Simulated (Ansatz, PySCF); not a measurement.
C$_{3}$H$_{7}$S, doublet, geometry from GFN2-xTB, with bond 11-4 at 1.8 times its length. Base run: CASSCF(3,3)/6-31G (PySCF).

Input for PySCF:
```python
from pyscf import gto, scf, mcscf
import numpy

mol = gto.M(
    atom='''
C     1.34174407   -1.04186004    0.05818449
C     0.02865972   -0.36153098    0.20422258
C    -1.22819479   -1.14551312    0.07416388
S     0.00140763    1.34269012   -0.15268828
H     1.47294868   -1.47046562   -0.94255975
H     1.41976025   -1.86156535    0.77394607
H     2.15585520   -0.34198648    0.23416157
H    -2.07264116   -0.61676566    0.51767429
H    -1.47931257   -1.34776519   -0.97447823
H    -1.11424960   -2.10561612    0.57577899
H    -2.26577278    1.72403288    0.55246555
''',
    basis='6-31g',
    spin=1,
    verbose=4,
)

mf = scf.ROHF(mol)
mf.kernel()
mc = mcscf.CASSCF(mf, 3, 3)
mc.fix_spin_(ss=0.75)
mc.kernel()
occ = numpy.linalg.eigvalsh(mc.fcisolver.make_rdm1(mc.ci, mc.ncas, mc.nelecas))[::-1]
ss = mc.fcisolver.spin_square(mc.ci, mc.ncas, mc.nelecas)[0]
print('natural occupations', occ.round(4), ' <S^2>', round(ss, 4))
```

Programs used: Ansatz (a quantum-chemistry and plane-wave program), PySCF; a row that names a program was run with it.

Variants of this job, named by their change:

| change | ΔE vs base (mEh) | natural occupations | <S^2> of the state | outcome |
|---|---|---|---|---|
| base | 0.000 | 1.85 1.00 0.15 | 0.75 | converged |
| state_average = 2 states | 14.317 | - | - | converged |
| active space = 7 electrons, 5 orbitals | - | - | - | not converged |
| orbitals = fixed (CASCI) | 31.630 | 2.00 1.00 0.00 | 0.75 | converged |
| active space = 5 electrons, 6 orbitals | -34.541 | 1.96 1.88 1.00 0.12 0.04 0.00 | 0.75 | converged |
| code = ansatz | 0.019 | - | - | converged |
| code = ansatz; correction = SC-NEVPT2, all electrons | -315.7 | - | - | converged |
| conv_tol = 1e-5 | 0.002 | 1.85 1.00 0.15 | 0.75 | converged |
| correction = SC-NEVPT2 | -315.7 | 1.85 1.00 0.15 | 0.75 | converged |
| active space = 3 electrons, 5 orbitals | -1.159 | 1.85 1.00 0.15 0.00 0.00 | 0.75 | converged |
| solver = newton | 0.000 | 1.85 1.00 0.15 | 0.75 | converged |

Active orbitals are taken around the Fermi level unless the row says otherwise; CASSCF can end in different local minima, and two programs can end on different orbitals. State-averaged rows give the lowest state.

Open shells are given as the SCF converged; they aren't shown to be the lowest states, and a large step between rows can be another state.
